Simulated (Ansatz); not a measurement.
Start from `[OH][Zr]([OH])([F])[SH]` and change one atom or group to get `C[O][Zr]([OH])([OH])[SH]`.

Ansatz, PBE0-D4/def2-TZVP geometries, multiplicity 1. Each molecule was computed in one conformer, which needn't be the lowest.

Elements past krypton have def2 core potentials.

```csv
property,`[OH][Zr]([OH])([F])[SH]`
LUMO energy (PBE0/def2-TZVPP) / eV,-0.80
HOMO–LUMO gap (PBE0/def2-TZVPP) / eV,6.55
size of the dipole moment (PBE/def2-TZVPP) / D,3.45
HOMO–LUMO gap (PBE/def2-TZVPP) / eV,4.45
size of the dipole moment (ωB97M-V/def2-TZVPP) / D,3.58
HOMO–LUMO gap (B3LYP/def2-TZVPP) / eV,6.06
```

Give the same properties after the change, and the shifts. (Estimate.)

Ansatz gave: 
```json
{"property": "LUMO energy (PBE0/def2-TZVPP) / eV", "`C[O][Zr]([OH])([OH])[SH]`": "-0.32", "shift": "0.48"}
{"property": "HOMO–LUMO gap (PBE0/def2-TZVPP) / eV", "`C[O][Zr]([OH])([OH])[SH]`": "6.57", "shift": "0.02"}
{"property": "size of the dipole moment (PBE/def2-TZVPP) / D", "`C[O][Zr]([OH])([OH])[SH]`": "3.58", "shift": "0.13"}
{"property": "HOMO–LUMO gap (PBE/def2-TZVPP) / eV", "`C[O][Zr]([OH])([OH])[SH]`": "4.47", "shift": "0.02"}
{"property": "size of the dipole moment (ωB97M-V/def2-TZVPP) / D", "`C[O][Zr]([OH])([OH])[SH]`": "3.70", "shift": "0.12"}
{"property": "HOMO–LUMO gap (B3LYP/def2-TZVPP) / eV", "`C[O][Zr]([OH])([OH])[SH]`": "6.06", "shift": "0.00"}
```

Dipoles are sizes alone; their direction can turn.

B3LYP here is the variant with VWN-RPA as its local correlation; programs differ in this.
